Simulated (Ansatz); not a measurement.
Basis-set extrapolation for `N=[C](O)[AlH2]` (PBE0-D4/def2-TZVP geometry, frozen core, Ansatz 0.2.0). Multiplicity 1, RHF reference.

```tsv
	def2-TZVPP	def2-QZVPP
HF	-411.479735	-411.494828
MP2 correlation	-0.677813	-0.727920
CCSD(T) correlation	-0.731614	not run
```

Energies in hartree. Use E(X) = E(∞) + A·exp(−7.88·√X) for Hartree–Fock and E(X) = E(∞) + B·X^(−2.97) for correlation, with X = 3 and 4, and add CCSD(T) minus MP2 of the smaller set to the MP2 limit.

Problem. What is the CCSD(T) energy at the basis-set limit?

Solution. HF limit: -411.494828 + (-0.015093) × 0.13774 = -411.49691. MP2 limit: -0.727920 + (-0.050107) × 0.74074 = -0.76504. Higher-order term: -0.731614 − (-0.677813) = -0.05380. Total: -412.31575 hartree, 65.5 kcal/mol below CCSD(T)/def2-TZVPP.
